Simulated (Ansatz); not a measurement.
Two spin states of LiS-, each at its own minimum; 2S+1 = 1, 3, 5 were tried, and our sources give no spin for the ground state.

| level | energy of the multiplicity-3 state above the multiplicity-1 state (eV) | minus CCSD(T)/def2-TZVPP |
|---|---|---|
| PBE/def2-TZVPP | 0.661 | 0.202 |
| PBE0/def2-TZVPP | 0.465 | 0.006 |
| wB97X-V/def2-TZVPP | 0.481 | 0.023 |
| CCSD/def2-TZVPP | 0.313 | -0.146 |
| CCSD(T)/def2-TZVPP | 0.459 | 0.000 |

 The comparison column counts from a level with limits of its own.

The rows run from 0.313 (CCSD/def2-TZVPP) to 0.661 eV (PBE/def2-TZVPP). The 3 functionals in def2-TZVPP without D3 or D4 span 0.196, from PBE0 to PBE.

Each state is the lowest solution found for its spin in def2 and cc sets. The singlet is a restricted closed-shell determinant, which can mix singlet states where a π or δ shell is part-filled.

Correlated levels freeze the inner cores; with def2 sets outer-core shells near the valence are correlated too.

Codes used: Ansatz (a first-principles code) with Gaussian orbitals. Values without a source in brackets are computed.
